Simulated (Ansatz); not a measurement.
Calculated with Ansatz (gas phase, PBE0-D4/def2-TZVP geometries, no zero-point term in ΔE). CBS: MP2 limit from def2 TZ/QZ plus the TZ coupled-cluster correction, frozen cores. def2 core potentials past Kr. For I, Se, Ti outer-core shells are correlated without core-valence functions, which leaves a few kJ/mol of doubt a bond. Scalar relativity is left out up to krypton. Each species was taken in one conformer, which may not be the lowest.

`C[Se]BCF` + `[Cl][Ti]([Cl])([Cl])[I]` → `C[Se][Ti]([Cl])([Cl])[Cl]` + `FCBI`  (redistribution)

| species | HF/def2-QZVPP energy (Eh) |
| --- | --- |
| `C[Se]BCF` | -2603.34236 |
| `[Cl][Ti]([Cl])([Cl])[I]` | -2523.90411 |
| `C[Se][Ti]([Cl])([Cl])[Cl]` | -4666.74405 |
| `FCBI` | -460.48333 |

(1) Work out ΔE.

Largest T1 diagnostic among the species: 0.025, so the coupled-cluster value is less sure than usual.

## Answers

(1) ΔE = (-4666.74405) + (-460.48333) − (-2603.34236) − (-2523.90411) = 0.01909 Eh = +12.0 kcal/mol. CCSD(T)/CBS gives +10.8 kcal/mol.

The D4 term adds −1.1 kcal/mol with B3LYP and −0.6 kcal/mol with PBE0; it sums over pairs of atoms, weighted by their polarisabilities, and B3LYP, whose exchange is more repulsive, gets the larger term.

B3LYP here is the variant with VWN-RPA as its local correlation; programs differ in this.
